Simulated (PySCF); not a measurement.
A structure optimised at B3LYP-D3(BJ)/def2-SVP, used in a PySCF frequency run:

```xyz
14

B     -0.5595    -0.1728     0.1337
C     -1.9575    -0.2761     0.8482
H     -2.6243    -1.0187     0.3824
H     -2.4622     0.7073     0.8463
H     -1.8268    -0.5325     1.9152
O     -0.3445    -0.9724    -0.9353
C      0.8324    -1.0322    -1.7133
H      1.2282    -2.0596    -1.6915
H      0.5906    -0.7741    -2.7562
H      1.6133    -0.3434    -1.3493
Si     0.8611     1.1436     0.8286
H      1.2525     2.1570    -0.2047
H      2.1252     0.4524     1.2433
H      0.3526     1.8932     2.0181
```
Charge 0, spin multiplicity 1.

### Question
Write its SMILES and formula.

### Answer
COB(C)[SiH3], C2H9BOSi

### Question
What are its rotational constants (standard atomic weights)?

### Answer
3.9364, 3.0344, 1.7870 GHz
